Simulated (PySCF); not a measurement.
**Dipole moment and polarisability across levels of theory**

BH₆NOSi.
SMILES: `NBO[SiH3]`

PySCF, dipoles from the SCF density, polarisabilities from static response with core orbitals frozen. Isolated species at its PBE0-D3(BJ)/def2-SVP geometry (one conformer only).

The anisotropy is √(½[(α1 − α2)² + (α2 − α3)² + (α3 − α1)²]).

```tsv
level	μ (D)	α (Å³)	anisotropy (Å³)
HF/def2-SVPD	1.929	7.27	1.58
PBE0/6-31+G*	2.098	7.15	1.95
PBE0/aug-cc-pVDZ	1.898	8.24	2.16
PBE0/def2-TZVP	1.949	7.59	2.13
PBE0/def2-TZVPD	1.899	8.16	2.11
```

The dipole runs from 1.90 D (PBE0/aug-cc-pVDZ) to 2.10 D (PBE0/6-31+G*). No reference polarisability is at hand; against PBE0 in the largest diffuse basis at hand (def2-TZVPD) the other PBE0 rows deviate by 6-31+G* -12%, aug-cc-pVDZ +1%, def2-TZVP -7%. With PBE0 the polarisability is 7.59 Å³ without diffuse functions (def2-TZVP) and 7.85 Å³ with them (mean of 6-31+G*, aug-cc-pVDZ and def2-TZVPD).

Without π bonds the low states are Rydberg-like; a valence basis with one diffuse set may place them up to an eV too high.
